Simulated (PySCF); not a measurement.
# Radial density of Hf⁷⁰⁺ (hafnium, charge +70)

M06, 1s2, closed-shell 1S. All numbers are calculated (PySCF 2.14, no relativity, point nucleus, in an uncontracted even-tempered set (15 s from 200 bohr⁻², ratio 2.2; 7 p from 310 bohr⁻², ratio 2.4; 4 d from 930 bohr⁻², ratio 2.4; 3 f from 1400 bohr⁻², ratio 2.4; 3 g from 2100 bohr⁻², ratio 2.4)).

| r (bohr) | 4πr²ρ (e/bohr) |
| --- | --- |
| 0.000363 | 0.3704 |
| 0.000611 | 1.011 |
| 0.00103 | 2.695 |
| 0.00173 | 6.894 |
| 0.00291 | 16.47 |
| 0.00489 | 35.03 |
| 0.00823 | 61.32 |
| 0.0138 | 77.48 |
| 0.0233 | 56.67 |
| 0.0391 | 16.54 |
| 0.0658 | 1.030 |
| 0.111 | 0.004678 |

A non-relativistic calculation at this Z misses sizeable relativistic shifts.
